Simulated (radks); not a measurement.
Fractional charge and spin in the 4s shell of strontium: the spin-up occupation runs from 0 to 1 and the spin-down occupation from 0 to 1; the fullest corner is Sr3+, [Ar] 3d10 4p(up 2.5, down 2.5) 4s(up 1, down 1). All-electron calculation, scalar-relativistic Kohn-Sham, BLYP, spin-polarised, spherical densities, finite nucleus; Fermi nuclear charge, rms radius of each element as measured or else 0.836 A^(1/3) + 0.57 fm. Program: a radial shooting solver on a logarithmic mesh with Libxc functionals. Energy (eV) minus the two flat planes that join the four corners (they meet along the diagonal where the two added fractions sum to one electron); zero is where a piecewise linear energy would lie.

down \ up,0,0.25,0.5,0.75,1
0,0.000,-1.496,-1.990,-1.489,0.000
0.25,-1.496,-1.905,-1.323,0.243,-1.428
0.5,-1.990,-1.323,0.324,-1.269,-1.898
0.75,-1.489,0.243,-1.269,-1.821,-1.419
1,0.000,-1.428,-1.898,-1.419,0.000

Corners above the fullest one (they belong to Sr4+ and the next ion): (up 1, down 0) 76.398 eV, (up 0, down 1) 76.398 eV, (up 0, down 0) 169.65 eV. With half an added electron in each spin the energy lies 0.324 eV from the planes, and with half an added electron in spin up alone -1.990 eV. The planes are only a guide here: the flat-plane condition holds for ground states with one frontier orbital, while this shell lies below other occupied shells, so the corners above the fullest one are inner-hole states and not the ground states of those ions.
